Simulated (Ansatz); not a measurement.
Coupled-cluster diagnostics for the cluster Ge4⁺, Ansatz.

Geometry of the doublet (r2SCAN-D4/def2-SVP):

```xyz
4

Ge    1.466    1.466    0.725
Ge   -1.464   -1.468   -0.724
Ge    0.399    0.165   -1.138
Ge   -0.401   -0.163    1.138
```

Correlated methods freeze 36 core orbitals; core or outer-core shells of Ge are correlated, in sets that lack core-valence functions. Another isomer (doublet) lies 0.28 eV lower at PBE0-D4/def2-TZVP; other spin states weren't run for this one.

**Question.** Estimate the CCSD(T) correlation energy, the shares of MP2 and (T), T1 and the reference's ⟨S²⟩ for: charge 1, doublet, own geometry in def2-SVP; and the rough time on 4 threads of Arm Neoverse V1 on a shared host.

**Answer.** 
| state | basis | correlation (eV) | MP2 share (%) | (T) share (%) | T1 | ⟨S²⟩ (pure) | wall time |
| --- | --- | --- | --- | --- | --- | --- | --- |
| charge 1, doublet, own geometry | def2-SVP | -23.209 | 97.8 | 4.8 | 0.015 | 0.80 (0.75) | 73 s |
Customary marks for T1 are 0.02 (closed shells), 0.045 (open shells) and about 0.05 (3d metals). T1 stays under 0.02 throughout.
